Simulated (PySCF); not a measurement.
CrF2 holds Cr(II), d4, at total charge 0. The structure is a model geometry with rigid ligands and bond lengths from ionic radii, not a minimum; coordination linear, point group D∞h, metal–donor distances 1.86 Å.

Method (PySCF 2.14, density fitting): CASSCF(4,5) with orbitals averaged over all microstates of the shell, strongly contracted NEVPT2 on the averaged canonical orbitals; basis x2c-TZVPall on the metal, x2c-SVPall elsewhere; spin-free X2C; gas phase; spin-orbit coupling by state interaction with the mean-field operator over all roots.

CASSCF energies above the lowest CASSCF root:

| state | CASSCF / cm⁻¹ |
| --- | --- |
| 5Σg+ | 0 |
| 5Πg | 4092 |
| 5Δg | 10679 |
| 3Φg | 20029 |
| 3Γg | 20359 |
| 3Δg | 22078 |
| 3Hg | 22145 |
| 3Πg | 22301 |
| 3Σg- | 22968 |
| 3Πg | 23680 |
| 3Δg | 24151 |
| 3Σg- | 25854 |
| 3Πg | 25880 |
| 3Σg+ | 26124 |
| 3Φg | 26985 |
| 1Ig | 28217 |
| 3Σg- | 29899 |
| 3Δg | 30141 |
| 1Hg | 30238 |
| 1Σg+ | 30550 |
| 1Πg | 30856 |
| 1Φg | 32997 |

Question: How does dynamic correlation (SC-NEVPT2) move these states?

Answer: 
| state | NEVPT2 / cm⁻¹ | shift / cm⁻¹ |
| --- | --- | --- |
| 5Σg+ | 0 | 0 |
| 5Πg | 1051 | -3041 |
| 5Δg | 9290 | -1389 |
| 3Φg | 16863 | -3166 |
| 3Γg | 18506 | -1853 |
| 3Δg | 17300 | -4778 |
| 3Hg | 18324 | -3822 |
| 3Πg | 17166 | -5135 |
| 3Σg- | 19654 | -3313 |
| 3Πg | 19161 | -4519 |
| 3Δg | 20093 | -4058 |
| 3Σg- | 19834 | -6020 |
| 3Πg | 20062 | -5818 |
| 3Σg+ | 22539 | -3585 |
| 3Φg | 21924 | -5061 |
| 1Ig | 26270 | -1948 |
| 3Σg- | 23986 | -5912 |
| 3Δg | 26522 | -3619 |
| 1Hg | 26043 | -4195 |
| 1Σg+ | 25209 | -5341 |
| 1Πg | 25720 | -5136 |
| 1Φg | 27350 | -5647 |

An active orbital has only 0.75 squared overlap with the free ion's shell, so the metal shell alone is a small active space here. Gaps between spin states lean to high spin in this active space.
